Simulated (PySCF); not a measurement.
O₃S, charge -1, multiplicity 2. Atoms are numbered in the order given.

```xyz
4

O      1.2700    -0.7333    -0.1561
S      0.0000     0.0000     0.2342
O     -1.2700    -0.7333    -0.1561
O      0.0000     1.4665    -0.1561
```
Charge -1, spin multiplicity 2.

Coordinates come from a B3LYP-D3(BJ)/def2-SVPD optimisation. The spin state was assumed, not searched.

Calculation: PySCF with SMD-PBE0/def2-SVPD.

Solvation free energies are E(SMD) − E(gas) at the gas-phase geometry, for 1 M in both phases.

Computed solvation free energies in water, 1-octanol, N,N-dimethylformamide:
| solvent | ΔG(solv) (kcal/mol) | its non-electrostatic (CDS) part |
|---|---|---|
| water | -63.3 | -0.2 |
| 1-octanol | -53.6 | 2.6 |
| N,N-dimethylformamide | -55.1 | -3.8 |
